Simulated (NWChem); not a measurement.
System: C2H3Br; SMILES C=CBr

Here is an NWChem input.

```
start job
memory heap 200 mb stack 900 mb global 1100 mb
geometry units angstroms noautoz
  C     -0.336569     2.099832     0.000000
  C      0.517756     1.084871     0.000000
  Br    -0.028055    -0.747324     0.000000
  H     -1.412880     1.963338     0.000000
  H      0.044207     3.118129     0.000000
  H      1.596196     1.190304     0.000000
end
basis spherical
  * library aug-cc-pvdz
end
dft
  xc hfexch
  iterations 150
  vectors input atomic output neutral.movecs
end
task dft energy
charge 1
dft
  odft
  mult 2
  vectors input atomic output cation.movecs
end
task dft energy
charge -1
dft
  odft
  mult 2
  vectors input atomic output anion.movecs
end
task dft energy
```

Parts of the log:

```
             Northwest Computational Chemistry Package (NWChem) 7.3.0
             --------------------------------------------------------

 CS  symmetry detected

                             Geometry "geometry" -> ""
                             -------------------------

 Output coordinates in angstroms (scale by  1.889725989 to convert to a.u.)

  No.       Tag          Charge          X              Y              Z
 ---- ---------------- ---------- -------------- -------------- --------------
    1 C                    6.0000    -0.32884694     2.11764156     0.00000000
    2 C                    6.0000     0.51856425     1.09690098     0.00000000
    3 Br                  35.0000    -0.03967932    -0.73154433     0.00000000
    4 H                    1.0000    -1.40606024     1.98846154     0.00000000
    5 H                    1.0000     0.05883705     3.13332865     0.00000000
    6 H                    1.0000     1.59769552     1.19500626     0.00000000

 Effective nuclear repulsion energy (a.u.)     143.4423506627

      Symmetry information
      --------------------

 Group name             Cs
 Group number              2
 Group order               2
 No. of unique centers     6

  xc_inp: hfexch multiplicative factor not found.

                                 NWChem DFT Module
                                 -----------------

 Summary of "ao basis" -> "ao basis" (spherical)
 ------------------------------------------------------------------------------
       Tag                 Description            Shells   Functions and Types
 ---------------- ------------------------------  ------  ---------------------
 C                        aug-cc-pvdz                9       23   4s3p2d
 Br                       aug-cc-pvdz               14       36   6s5p3d
 H                        aug-cc-pvdz                5        9   3s2p

      Symmetry analysis of basis
      --------------------------

        a'         78
        a"         31

            General Information
            -------------------
          SCF calculation type: DFT
          Wavefunction type:  closed shell.
          No. of atoms     :     6
          No. of electrons :    50
           Alpha electrons :    25
            Beta electrons :    25
          Charge           :     0
          Spin multiplicity:     1
          Use of symmetry is: on ; symmetry adaption is: on
          Maximum number of iterations: 150
          AO basis - number of functions:   109
                     number of shells:    47
          Convergence on energy requested:  1.00D-06
          Convergence on density requested:  1.00D-05
          Convergence on gradient requested:  5.00D-04

              XC Information
              --------------
                     Hartree-Fock (Exact) Exchange  1.000

      Superposition of Atomic Density Guess
      -------------------------------------

 Sum of atomic energies:       -2649.20615152

      Non-variational initial energy
      ------------------------------

 Total energy =   -2650.490970
 1-e energy   =   -3968.659166
 2-e energy   =    1174.725846
 HOMO         =      -0.303835
 LUMO         =       0.005447

      Symmetry analysis of molecular orbitals - initial
      -------------------------------------------------

  Numbering of irreducible representations:

     1 a'          2 a"

  Orbital symmetries:

     1 a'          2 a'          3 a'          4 a'          5 a"
     6 a'          7 a'          8 a'          9 a'         10 a'
    11 a"         12 a'         13 a'         14 a"         15 a'
    16 a"         17 a'         18 a'         19 a'         20 a'
    21 a'         22 a"         23 a'         24 a'         25 a"
    26 a"         27 a'         28 a'         29 a'         30 a'
    31 a'         32 a"         33 a'         34 a"         35 a'

   convergence    iter        energy       DeltaE   RMS-Dens  Diis-err
 ---------------- ----- ----------------- --------- --------- ---------
 d= 0,ls=0.0,diis     1  -2649.8116134439 -2.79D+03  6.39D-03  1.91D-01
 d= 0,ls=0.0,diis     2  -2649.8415697937 -3.00D-02  2.52D-03  4.96D-02
 d= 0,ls=0.0,diis     3  -2649.8479406454 -6.37D-03  1.42D-03  4.36D-03
 d= 0,ls=0.0,diis     4  -2649.8489871072 -1.05D-03  2.76D-04  1.68D-04
 d= 0,ls=0.0,diis     5  -2649.8490435018 -5.64D-05  1.08D-04  2.09D-05
  Resetting Diis
 d= 0,ls=0.0,diis     6  -2649.8490524616 -8.96D-06  3.68D-05  2.03D-06
 d= 0,ls=0.0,diis     7  -2649.8490532360 -7.74D-07  4.51D-06  9.36D-08

         Total DFT energy =    -2649.849053235985
      One electron energy =    -3971.163653460279
           Coulomb energy =     1278.865478359228
    Exchange-Corr. energy =     -100.993228797672
 Nuclear repulsion energy =      143.442350662738

 Numeric. integr. density =        0.000000000000

                  Occupations of the irreducible representations
                  ----------------------------------------------

                     irrep           alpha         beta
                     --------     --------     --------
                     a'               19.0         19.0
                     a"                6.0          6.0

                       DFT Final Molecular Orbital Analysis
                       ------------------------------------

 Vector   23  Occ=2.000000D+00  E=-4.724036D-01  Symmetry=a"
              MO Center=  8.5D-02,  3.0D-01, -1.4D-16, r^2= 2.5D+00
   Bfn.  Coefficient  Atom+Function         Bfn.  Coefficient  Atom+Function
  ----- ------------  ---------------      ----- ------------  ---------------
    61      0.393662  3 Br pz                64      0.347900  3 Br pz
    30      0.294857  2 C  pz                 7      0.217233  1 C  pz
    33      0.192510  2 C  pz                10      0.132358  1 C  pz
    74      0.028493  3 Br d -1

 Vector   24  Occ=2.000000D+00  E=-4.166281D-01  Symmetry=a'
              MO Center= -1.0D-02, -6.4D-01,  1.2D-16, r^2= 1.7D+00
   Bfn.  Coefficient  Atom+Function         Bfn.  Coefficient  Atom+Function
  ----- ------------  ---------------      ----- ------------  ---------------
    59      0.523024  3 Br px                62      0.500715  3 Br px
    60     -0.144135  3 Br py                63     -0.144544  3 Br py
   102     -0.105110  6 H  s                101     -0.098164  6 H  s
     9     -0.092801  1 C  py                28     -0.091142  2 C  px
     6     -0.066286  1 C  py                 3      0.051940  1 C  s

 Vector   25  Occ=2.000000D+00  E=-3.668816D-01  Symmetry=a"
              MO Center= -3.6D-03,  6.1D-01,  3.8D-16, r^2= 3.1D+00
   Bfn.  Coefficient  Atom+Function         Bfn.  Coefficient  Atom+Function
  ----- ------------  ---------------      ----- ------------  ---------------
    64      0.398237  3 Br pz                61      0.380592  3 Br pz
     7     -0.320936  1 C  pz                30     -0.284218  2 C  pz
    10     -0.219977  1 C  pz                33     -0.204547  2 C  pz
    67      0.053476  3 Br pz                38     -0.029943  2 C  d -1
    13     -0.028279  1 C  pz                36     -0.027318  2 C  pz

 Vector   26  Occ=0.000000D+00  E= 3.589333D-02  Symmetry=a'
              MO Center=  1.1D+00,  3.1D+00, -3.5D-14, r^2= 1.6D+01
   Bfn.  Coefficient  Atom+Function         Bfn.  Coefficient  Atom+Function
  ----- ------------  ---------------      ----- ------------  ---------------
     4      4.894679  1 C  s                103     -2.006715  6 H  s
    94     -1.796199  5 H  s                 34      1.459954  2 C  px
    27     -1.365499  2 C  s                 93     -1.001586  5 H  s
    52      0.682848  3 Br s                 84     -0.665852  4 H  s
   102     -0.534166  6 H  s                 26      0.519890  2 C  s

 Vector   27  Occ=0.000000D+00  E= 4.824821D-02  Symmetry=a'
              MO Center=  3.3D-02,  1.9D+00,  6.5D-17, r^2= 2.2D+01
   Bfn.  Coefficient  Atom+Function         Bfn.  Coefficient  Atom+Function
  ----- ------------  ---------------      ----- ------------  ---------------
   103      4.135352  6 H  s                 85     -2.958177  4 H  s
    34     -2.119822  2 C  px                 4     -1.439740  1 C  s
    94     -1.323647  5 H  s                 11     -1.252370  1 C  px
    35      1.113408  2 C  py                27      1.078912  2 C  s
    12      1.060503  1 C  py               102      0.989807  6 H  s

 Vector   28  Occ=0.000000D+00  E= 5.572228D-02  Symmetry=a'
              MO Center= -2.8D-01,  2.2D+00, -8.9D-15, r^2= 2.4D+01
   Bfn.  Coefficient  Atom+Function         Bfn.  Coefficient  Atom+Function
  ----- ------------  ---------------      ----- ------------  ---------------
    94      6.048318  5 H  s                 85     -4.345834  4 H  s
   103     -3.475446  6 H  s                 12     -3.172964  1 C  py
    34      2.929076  2 C  px                 4      2.707808  1 C  s
    11     -2.201357  1 C  px                27     -2.070530  2 C  s
    52      1.624891  3 Br s                 84     -1.330110  4 H  s

     Multipole analysis of the density
     ---------------------------------

     L   x y z        total         alpha         beta         nuclear
     -   - - -        -----         -----         ----         -------
     0   0 0 0     -0.000000    -25.000000    -25.000000     50.000000

     1   1 0 0      0.129516      0.064758      0.064758      0.000000
     1   0 1 0      0.710439      0.355219      0.355219     -0.000000
     1   0 0 1      0.000000      0.000000      0.000000      0.000000

     2   2 0 0    -21.726780    -23.095176    -23.095176     24.463572
     2   1 1 0      0.349655      0.981408      0.981408     -1.613161
     2   1 0 1     -0.000000     -0.000000     -0.000000      0.000000
     2   0 2 0    -20.187332   -131.609578   -131.609578    243.031824
     2   0 1 1      0.000000      0.000000      0.000000      0.000000
     2   0 0 2    -25.165735    -12.582867    -12.582867      0.000000

                                 NWChem DFT Module
                                 -----------------

      Symmetry analysis of basis
      --------------------------

        a'         78
        a"         31

            General Information
            -------------------
          SCF calculation type: DFT
          Wavefunction type:  spin polarized.
          No. of atoms     :     6
          No. of electrons :    49
           Alpha electrons :    25
            Beta electrons :    24
          Charge           :     1
          Spin multiplicity:     2
          Use of symmetry is: on ; symmetry adaption is: on
          Maximum number of iterations: 150
          AO basis - number of functions:   109
                     number of shells:    47
          Convergence on energy requested:  1.00D-06
          Convergence on density requested:  1.00D-05
          Convergence on gradient requested:  5.00D-04

              XC Information
              --------------
                     Hartree-Fock (Exact) Exchange  1.000

      Superposition of Atomic Density Guess
      -------------------------------------

 Sum of atomic energies:       -2649.20615152

 Renormalizing density from      50.00 to     49

      Non-variational initial energy
      ------------------------------

 Total energy =   -2617.636930
 1-e energy   =   -3889.285983
 2-e energy   =    1128.206702
 HOMO         =      -0.607938
 LUMO         =      -0.331847

   Symmetry analysis of molecular orbitals - initial alpha
   -------------------------------------------------------

  Numbering of irreducible representations:

     1 a'          2 a"

  Orbital symmetries:

     1 a'          2 a'          3 a'          4 a'          5 a"
     6 a'          7 a'          8 a'          9 a'         10 a'
    11 a"         12 a'         13 a'         14 a"         15 a'
    16 a"         17 a'         18 a'         19 a'         20 a'
    21 a'         22 a"         23 a'         24 a'         25 a"
    26 a'         27 a"         28 a'         29 a'         30 a'
    31 a"         32 a'         33 a'         34 a'         35 a"

   Symmetry analysis of molecular orbitals - initial beta
   ------------------------------------------------------

  Numbering of irreducible representations:

     1 a'          2 a"

  Orbital symmetries:

     1 a'          2 a'          3 a'          4 a'          5 a"
     6 a'          7 a'          8 a'          9 a'         10 a'
    11 a"         12 a'         13 a'         14 a"         15 a'
    16 a"         17 a'         18 a'         19 a'         20 a'
    21 a'         22 a"         23 a'         24 a'         25 a"
    26 a'         27 a"         28 a'         29 a'         30 a'
    31 a"         32 a'         33 a'         34 a'         35 a"

   convergence    iter        energy       DeltaE   RMS-Dens  Diis-err
 ---------------- ----- ----------------- --------- --------- ---------
 d= 0,ls=0.0,diis     1  -2649.2015520289 -2.79D+03  9.80D-03  7.06D-01
                                                     9.64D-03  7.12D-01
 d= 0,ls=0.0,diis     2  -2649.3970183377 -1.95D-01  4.44D-03  2.44D-01
                                                     4.54D-03  2.24D-01
 d= 0,ls=0.0,diis     3  -2649.5132016664 -1.16D-01  7.74D-04  7.30D-03
                                                     9.25D-04  7.51D-03
 d= 0,ls=0.0,diis     4  -2649.5186647520 -5.46D-03  4.48D-04  7.81D-04
                                                     7.26D-04  5.59D-04
 d= 0,ls=0.0,diis     5  -2649.5196046594 -9.40D-04  1.62D-04  8.44D-05
                                                     2.32D-04  9.09D-05
  Resetting Diis
 d= 0,ls=0.0,diis     6  -2649.5197681858 -1.64D-04  1.50D-04  3.29D-05
                                                     1.43D-04  1.07D-05
 d= 0,ls=0.0,diis     7  -2649.5198359857 -6.78D-05  3.47D-05  5.99D-06
                                                     3.47D-05  5.94D-06
 d= 0,ls=0.0,diis     8  -2649.5198470283 -1.10D-05  4.06D-05  3.67D-06
                                                     3.78D-05  1.84D-06
 d= 0,ls=0.0,diis     9  -2649.5198568529 -9.82D-06  4.96D-05  1.40D-06
                                                     4.79D-05  1.72D-06
 d= 0,ls=0.0,diis    10  -2649.5198627255 -5.87D-06  1.08D-05  6.56D-08
                                                     1.12D-05  1.73D-07
 d= 0,ls=0.0,diis    11  -2649.5198633260 -6.00D-07  5.43D-06  4.74D-08
                                                     6.30D-06  9.45D-08

         Total DFT energy =    -2649.519863325985
      One electron energy =    -3958.087644650415
           Coulomb energy =     1265.857682005475
    Exchange-Corr. energy =     -100.732251343782
 Nuclear repulsion energy =      143.442350662738

 Numeric. integr. density =        0.000000000000

                  Occupations of the irreducible representations
                  ----------------------------------------------

                     irrep           alpha         beta
                     --------     --------     --------
                     a'               19.0         19.0
                     a"                6.0          5.0

                    DFT Final Alpha Molecular Orbital Analysis
                    ------------------------------------------

 Vector   23  Occ=1.000000D+00  E=-7.564905D-01  Symmetry=a'
              MO Center=  8.9D-02,  6.3D-01, -2.0D-15, r^2= 3.2D+00
   Bfn.  Coefficient  Atom+Function         Bfn.  Coefficient  Atom+Function
  ----- ------------  ---------------      ----- ------------  ---------------
    60     -0.356294  3 Br py                32      0.341871  2 C  py
    29      0.266156  2 C  py                51      0.234619  3 Br s
    92     -0.207191  5 H  s                 93     -0.204847  5 H  s
     6     -0.197585  1 C  py                84      0.196902  4 H  s
    28      0.195784  2 C  px               101      0.188666  6 H  s

[...]
```

Level: Hartree-Fock/aug-cc-pVDZ, vertical spin-unrestricted ions. Structure relaxed at the B3LYP/6-31G* (spherical d) level.
